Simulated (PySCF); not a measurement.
Compounds:

A. `P(=C(/C(C)C)F)/C[SiH3]`
B. SMILES C#C[P@@](=O)(C=C)C(C)(C)C
C. SMILES C1=C[SiH2]C(C#N)=C1

Spectrum 1. ¹H NMR (500 MHz, computed): δ 3.96 (m, 3H), 3.23 (m, 1H), 1.27 (d, 6H), 1.22 (m, 2H). ¹³C{¹H} NMR (computed): δ 244.0 (C), 37.8 (CH), 22.4 (CH3), 5.0 (CH2).

Spectrum 2. ¹H NMR (500 MHz, computed): δ 7.68 (d, 1H), 7.44 (m, 1H), 6.54 (m, 1H), 4.75 (m, 2H). ¹³C{¹H} NMR (computed): δ 167.8 (CH), 156.2 (CH), 141.9 (CH), 123.1 (C), 118.1 (C).

Spectrum 3. ¹H NMR (500 MHz, computed): δ 6.86 (m, 1H), 6.72 (m, 1H), 6.40 (m, 1H), 2.31 (m, 1H), 1.23 (m, 9H). ¹³C{¹H} NMR (computed): δ 144.7 (CH2), 138.6 (CH), 98.2 (CH), 84.8 (C), 38.4 (C), 24.2 (CH3).

- geometry: GFN2-xTB
- NMR shieldings at PBE0/pcSseg-1/GIAO
- program: PySCF
- no relativistic terms, one conformer, fast rotation and ring inversion assumed for equivalent nuclei, isolated molecule

Scale: ¹H and ¹³C against TMS (reference shieldings calculated alike). Splittings of carbon signals by F and P are missing where no couplings were computed. Where no couplings were computed, multiplicities follow the n + 1 count of equivalent neighbours, and m marks all less simple cases (inequivalent or close neighbours, rings, F or P nearby). Shifts are as computed. Against solution values, carbons near 30 ppm lie about +3 ppm off and those near 130 ppm about +5 ppm. Of 1211 compounds with measured shifts, 218 miss one by over three times the rms of a fit or turn the order of signals round; such compounds aren't used in these exercises.

Question: Which spectrum belongs to which compound?

Answer: 1–A, 2–C, 3–B.

- Spectrum 1 (A): 4 ¹³C signals; δC 37.8 is an sp3 CH; δC 22.4 is a methyl carbon.
- Spectrum 2 (C): 5 ¹³C signals; δC 156.2 is an alkene CH; δC 141.9 is an alkene CH.
- Spectrum 3 (B): 6 ¹³C signals; δC 144.7 is a terminal =CH2 carbon; δC 138.6 is an alkene CH.
